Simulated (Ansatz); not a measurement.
The same path of CH5B2F (9 atoms, charge 0, multiplicity 1) was run twice with different band settings. The coordinate that changes most is the dihedral F4–C2–B3–H9.

Level of theory: RKS revPBE-D4/def2-SVP (Ansatz).

Relaxed end points:

```xyz
9
Properties=species:S:1:pos:R:3
B -0.740 0.912 -0.581
C -0.339 -0.489 -0.021
B 1.108 -0.420 0.560
F -0.604 -1.575 -0.861
H -1.075 1.029 -1.742
H -0.705 1.875 0.158
H -0.968 -0.556 0.917
H 1.355 0.389 1.431
H 1.968 -1.165 0.137
```

```xyz
9
Properties=species:S:1:pos:R:3
B -0.739 0.912 -0.580
C -0.341 -0.489 -0.020
B 1.107 -0.419 0.559
F -0.605 -1.575 -0.861
H -1.069 1.030 -1.743
H -0.707 1.874 0.161
H -0.969 -0.558 0.919
H 1.968 -1.162 0.133
H 1.355 0.388 1.432
```

Common settings: movable images 5; climbing image yes; optimiser quadratic models (default); start path through a guess of the saddle point; force threshold 0.05 eV/Å; end points relaxed.

| run | spring | iteration limit |
| --- | --- | --- |
| 1 | 5.0 eV/Å² | 47 |
| 2 | 50.0 eV/Å² | 60 |

(1) What does each run give, and how far can it be trusted?

Results:

(1) Run 1: converged after 15 iterations, highest image 0.280 eV above the first end. The profile has 2 maxima (images 2, 4) with wells between them (image 3): this band takes more than one step, which may be the mechanism or a detour left from its start path. A vibrational analysis at the climbing image gives one clearly imaginary mode, 265i cm⁻¹: a first-order saddle point.
Run 2: converged after 18 iterations, highest image 0.280 eV above the first end. The profile has 2 maxima (images 2, 4) with wells between them (image 3): this band takes more than one step, which may be the mechanism or a detour left from its start path. Another band between the same ends (5 images) ends at a top of the same energy, where a vibrational analysis finds 1 clearly imaginary mode.
